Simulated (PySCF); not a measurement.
Working out the ionisation energy of Ge

Ge [Ar] 3d10 4s2 4p2 (3P) → Ge⁺ [Ar] 3d10 4s2 4p1 (2P). Computed with PySCF 2.14 in cc-pVDZ-PP with ECP10MDF (4s3p2d, 23 functions), with scalar relativity through the core potential. Frozen: 3s2 3p6 3d10. Energies in hartree (1 hartree = 27.21139 eV):

```json
{"part": "UHF", "Ge (lower)": "-293.341081", "Ge⁺ (upper)": "-293.068840"}
{"part": "CCSD correlation", "Ge (lower)": "-0.055899", "Ge⁺ (upper)": "-0.045922"}
{"part": "(T)", "Ge (lower)": "-0.000682", "Ge⁺ (upper)": "-0.000423"}
```

Task: What does Hartree-Fock give?

Result: (-293.068840) − (-293.341081) = 0.272241 hartree = 7.408 eV.

Task: What do CCSD and CCSD(T) give?

Result: The CCSD correlation energies differ by 0.009977 hartree = 0.271 eV and the triples by 0.000259 hartree = 0.007 eV, so CCSD gives 7.679 eV and CCSD(T) 7.686 eV.

Measured between the centres of the two terms (NIST): 7.925 eV, so CCSD(T) (valence) is off by -0.239 eV.

A double-zeta basis recovers only part of the correlation energy.

What remains against the reference includes basis incompleteness, the frozen core and higher excitations.
